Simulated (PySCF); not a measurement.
BFH₂O, SMILES OBF.

Coordinates come from a B3LYP-D3(BJ)/def2-TZVP optimisation. One conformer was computed; it need not be the lowest.

Method: TDDFT-PBE0/def2-SVPD (PySCF 2.14.0).

Vertical excitations. The molecule is in vacuum. State labels are in the subgroup Cs.

```
state  symmetry  energy (eV)  λ (nm)      f          main pairs
-----  --------  -----------  ------  -----  ------------------
S1           A"         8.29     150  0.024      HOMO→LUMO 99 %
S2           A'         8.89     139  0.002    HOMO→LUMO+1 95 %
S3           A"         9.28     134  0.035  HOMO−1→LUMO+1 96 %
S4           A'         9.78     127  0.091    HOMO−1→LUMO 85 %
S5           A"        10.16     122  0.002    HOMO−2→LUMO 98 %
S6           A'        10.27     121  0.045    HOMO→LUMO+2 85 %
S7           A'        10.79     115  0.288    HOMO→LUMO+3 97 %
S8           A"        10.82     115  0.000  HOMO−1→LUMO+2 93 %
S9           A'        10.95     113  0.097  HOMO−2→LUMO+1 87 %
S10          A"        11.47     108  0.010  HOMO−1→LUMO+3 91 %
T1           A"         7.42     167      0      HOMO→LUMO 97 %
T2           A'         8.08     153      0    HOMO−1→LUMO 97 %
T3           A'         8.56     145      0    HOMO→LUMO+1 95 %
T4           A"         8.92     139      0  HOMO−1→LUMO+1 93 %
```
Triplets are in the Tamm–Dancoff approximation, which puts them higher than full response would, so one can lie above its singlet here.
